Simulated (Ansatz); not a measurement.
Compare A (`O[SiH2]C[TeH]`) with its isomer B (`OC[SiH2][TeH]`).

Computed with Ansatz on PBE0-D4/def2-TZVP structures; ΔE is electronic, products minus reactants. CCSD(T)/CBS is the MP2 limit (def2-TZVPP, def2-QZVPP) plus CCSD(T) − MP2 in def2-TZVPP, frozen cores. Functionals use def2-TZVPP. B3LYP here is the variant with VWN-RPA as its local correlation; programs differ in this. def2 core potentials past Kr. For Te outer-core shells are correlated without core-valence functions, which leaves a few kJ/mol of doubt a bond. Each species was taken in one conformer, which may not be the lowest.

**Question.** Which isomer does CCSD(T)/CBS put lower? Give the gap. (An estimate is asked.)

**Answer.** Ansatz gave: A, by 124.7 kJ/mol.

**Question.** Give E(B) − E(A) in kJ/mol with MP2/def2-TZVPP, B3LYP-D4, CCSD(T)/def2-TZVPP, r2SCAN-D4, B2PLYP, B3LYP, PBE0-D4. (Estimate.)

**Answer.** The calculation gave: MP2/def2-TZVPP 130.9, B3LYP-D4 114.5, CCSD(T)/def2-TZVPP 123.3, r2SCAN-D4 113.8, B2PLYP 119.5, B3LYP 111.0, PBE0-D4 105.2. None reverses the order clearly.

Largest T1 diagnostic: 0.011.

From PBE to PBE0 (25 % exact exchange), in def2-TZVPP and without D4, E(B) − E(A) moves by +4.3 kJ/mol. The D4 term adds +3.5 kJ/mol with B3LYP and +1.6 kJ/mol with PBE0; it sums over pairs of atoms, weighted by their polarisabilities, and B3LYP, whose exchange is more repulsive, gets the larger term.
